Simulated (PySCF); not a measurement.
```xyz
3
charge 0 multiplicity 1, angstrom
La   -0.4597    0.0000   -0.6718
S    -2.4905    0.0000    0.6326
Br    1.8186    0.0000    0.9271
```

These are results of PySCF, PBE0, basis La def2-TZVP with ECP46, S def2-TZVP, Br def2-TZVP (scalar-relativistic core potentials, no spin–orbit coupling, density fitting), not measurements.

This geometry of LaSBr is a stationary point at this level.

What is the point group?

Cs.

Is it a minimum?

Yes: all harmonic wavenumbers are real.

Which band is strongest in the infrared?

454 cm⁻¹ (a'), 103 km/mol.

What are the dipole moment and the gap between the highest occupied and lowest empty levels?

8.45 D and 3.78 eV.

Give the ideal-gas entropy at 298.15 K and 1 bar by parts.

translation 177.7, rotation 120.7, vibration 28.1, spin 0.0; total 326.5 J/(mol K).

This need not be the most stable arrangement of these atoms.
